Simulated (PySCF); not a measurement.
# Working out the ionisation energy of N²⁺

N²⁺ [He] 2s2 2p1 (2P) → N³⁺ [He] 2s2 (1S). All numbers are calculated (PySCF 2.14, no relativity, point nucleus, in aug-cc-pVTZ with one added diffuse shell each of s, p, d, f type (6s5p4d3f, 62 functions)). Frozen: 1s2. Energies in hartree (1 hartree = 27.21139 eV):

```csv
part,N²⁺ (lower),N³⁺ (upper)
UHF,-52.817673,-51.080696
MP2 opposite-spin,-0.053026,-0.049802
MP2 same-spin,-0.003649,0.000000
```

Task: What does Hartree-Fock give?

Result: (-51.080696) − (-52.817673) = 1.736977 hartree = 47.266 eV.

Task: What do MP2 and SCS-MP2 (6/5 opposite-spin, 1/3 same-spin) give?

Result: The opposite-spin parts differ by 0.088 eV and the same-spin parts by 0.099 eV. MP2: 47.266 + (0.088) + (0.099) = 47.453 eV. SCS-MP2: 47.266 + 1.2 × (0.088) + (0.099)/3 = 47.405 eV.

A first-order spin-orbit estimate adds 0.014 eV to MP2 (valence), giving 47.467 eV against 47.445 eV (semi-empirical (NIST evaluation); NIST Atomic Spectra Database, ionization energies).

What remains against the reference includes basis incompleteness, the frozen core and correlation beyond second order.
